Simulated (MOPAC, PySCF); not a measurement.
C4H7ClSi, SMILES `C=C(Cl)/C=C\[SiH3]` (Cl–C–C–C torsion 0°), neutral singlet in the gas phase. 

Cartesian coordinates (Å):
```xyz
13

C     -2.5466     0.5434    -0.5068
C     -1.2756     0.1732    -0.4431
Cl    -0.5884    -0.7368    -1.7565
C     -0.4108     0.4927     0.6854
C      0.8703     0.1928     0.8909
Si     2.1516    -0.7411    -0.1053
H     -2.9792     1.1092     0.3066
H     -3.1737     0.2984    -1.3502
H     -0.9387     1.0616     1.4456
H      1.2635     0.5645     1.8334
H      1.7936    -2.1573    -0.3167
H      2.4506    -0.0997    -1.4006
H      3.3833    -0.7011     0.7173
```
Charge 0, spin multiplicity 1.

All levels are single points at this geometry (CAM-B3LYP-D3(BJ)/def2-TZVP); Pople sets use spherical d functions. Orbital energies aren't observables, and empty levels follow the basis.

B3LYP/3-21G in PySCF gives gap (eV) = 5.39.

Problem. Estimate the gap (eV) from each of these levels: CAM-B3LYP-D3(BJ)/def2-TZVP in PySCF; TPSSh-D3(BJ)/def2-TZVP in PySCF; B3LYP/6-311+G** in PySCF; B3LYP/6-31G* in PySCF; B3LYP/LANL2DZ in PySCF; PBE/6-31G* in PySCF; HF/STO-3G in PySCF; PM3 in MOPAC.

Solution. 
```tsv
level	gap (eV)
CAM-B3LYP-D3(BJ)/def2-TZVP in PySCF	7.86
TPSSh-D3(BJ)/def2-TZVP in PySCF	4.55
B3LYP/6-311+G** in PySCF	5.14
B3LYP/6-31G* in PySCF	5.27
B3LYP/LANL2DZ in PySCF	5.30
PBE/6-31G* in PySCF	3.73
HF/STO-3G in PySCF	13.50
PM3 in MOPAC	9.26
```
